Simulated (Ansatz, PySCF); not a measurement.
This Ansatz (a quantum-chemistry and plane-wave program) input computes a CCSD(T)/cc-pVDZ energy:

Ansatz 0.2 input:
```yaml
crystal:
  periodic: [false, false, false]
  atoms:
    - {symbol: O, position_ang: [-1.01533338, 0.59968429, 0.23844512]}
    - {symbol: C, position_ang: [-0.30118457, -0.42178426, -0.11687404]}
    - {symbol: O, position_ang: [1.20100748, -0.11743499, -0.09687140]}
    - {symbol: H, position_ang: [-0.44830138, -0.79517974, -1.17341875]}
    - {symbol: H, position_ang: [-0.36211419, -1.33371291, 0.54797780]}
    - {symbol: H, position_ang: [1.13213022, 0.80160381, 0.19409539]}
basis:
  gaussian:
    orbitals: cc-pVDZ
total_charge: -1
magnetization: {spin_polarized: false}
correlation: {method: ccsd_t, electrons: outside_noble_gas}
```

**Question.** Write an input for the same energy in PySCF and say what it gives.

**Answer.** 
```python
from pyscf import gto, scf, mp, cc as ccmod

mol = gto.M(
    atom='''
    O    -1.01533338    0.59968429    0.23844512
    C    -0.30118457   -0.42178426   -0.11687404
    O     1.20100748   -0.11743499   -0.09687140
    H    -0.44830138   -0.79517974   -1.17341875
    H    -0.36211419   -1.33371291    0.54797780
    H     1.13213022    0.80160381    0.19409539
    ''',
    basis='cc-pvdz',
    charge=-1,
    spin=0,
    verbose=4,
)

mf = scf.RHF(mol)
mf.conv_tol = 1e-10
mf.max_cycle = 100
mf.kernel()
mp2 = mp.MP2(mf, frozen=3).run()
cc = ccmod.CCSD(mf, frozen=3)
cc.max_cycle = 100
cc.kernel()
et = cc.ccsd_t()
print(f'E(CCSD(T)) = {cc.e_tot + et:.9f}')
```
It gives -189.84946 Eh, and Ansatz -189.84945 Eh, a difference of 0.01 mEh.

It need not be the lowest isomer of its formula. Whether it binds its extra electron was not tested at this geometry.
